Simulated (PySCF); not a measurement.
**Polarisability and C₆ of Rh⁺ (rhodium, charge +1)**

[Kr] 4d8, high-spin 3F determinant. All numbers are calculated (PySCF 2.14, scalar relativity by spin-free X2C-1e, in aug-cc-pVTZ-DK (9s8p6d3f2g, 102 functions)). Coupled (time-dependent) response in atomic units; α is the mean over directions.

```tsv
method	mean α (bohr³)	C₆ (like pair)	S(−4)
wB97X	13.08	81.93	68.90
```

S(−4) is the Cauchy moment in α(ω) = α(0) + S(−4) ω² + …

Spin-orbit coupling is absent.

α(iu) at wB97X:

```tsv
u (hartree)	α(iu) (bohr³)
0	13.08
0.0500	12.92
0.100	12.45
0.200	11.07
0.300	9.643
0.500	7.434
0.750	5.618
1.00	4.391
1.50	2.880
2.00	2.025
3.00	1.146
5.00	0.5033
```

A single London oscillator, α(iu) = α/(1 + u²/ω²), gives C₆ = (3/4) ω α². Matching the computed C₆ needs ω = 4 × 81.93 / (3 × 13.08²) = 0.639 hartree.

For an ion, C₆ is the dispersion term alone; charge-induced terms of lower order in 1/R come first.
